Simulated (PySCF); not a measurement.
**Computed properties of GeHClBr₂, SMILES [Br][GeH]([Br])[Cl]**

GeHClBr2, SMILES [GeH]([Br])([Cl])[Br]. Geometry: B3LYP-D3(BJ)/def2-SVP. The values are those of a single conformer. All values are computed for the isolated molecule unless a solvent is named; none is compared with measurement here.

**Structure.** The optimised structure has Cs symmetry. All 9 harmonic modes at B3LYP-D3(BJ)/def2-SVP (PySCF) are real, so it is a minimum. With heavy atoms numbered as in [GeH:1]([Cl:2])([Br:3])[Br:4], the shortest bond between them is Ge1–Cl2 at 2.158 Å and the longest Ge1–Br3 at 2.307 Å.

**Vibrations.** The strongest infrared lines (harmonic, unscaled, degenerate partners summed) lie at 686 cm⁻¹ (96 km/mol, H 98 %), 703 cm⁻¹ (66 km/mol, H 98 %), 427 cm⁻¹ (66 km/mol, Cl 64 %, Ge 35 %). The softest mode is at 95 cm⁻¹ and the zero-point energy is 7.1 kcal/mol.

**Electronic structure.** M06-2X/def2-TZVP (PySCF) places the frontier levels at -9.98 and -1.00 eV, a gap of 8.98 eV, and gives a dipole moment of 1.37 D and a mean polarisability of 79.2 bohr³. PBE/def2-TZVP (PySCF) at the same geometry gives -7.45 and -3.02 eV, so its gap is 4.55 eV narrower. An orbital gap is neither the optical nor the fundamental gap.

**Excitations.** TDDFT-M06-2X/def2-SVPD (PySCF) has S1 at 5.71 eV (217 nm, f = 0.009, weak); the most intense of the 10 singlets computed lies at 6.82 eV (f = 0.06). T1 (TDA) is at 5.34 eV. TDDFT-PBE/def2-SVPD (PySCF) puts S1 at 4.48 eV. No vertical singlet excitation falls in the visible range (under 3.1 eV).

**NMR.** GIAO shifts at KT2/pcSseg-1 (PySCF) (non-relativistic, atoms alike by connectivity averaged): ¹H at 7.9 ppm against TMS. Without spin–orbit terms, shifts of atoms bonded to Cl or Br come out too high.
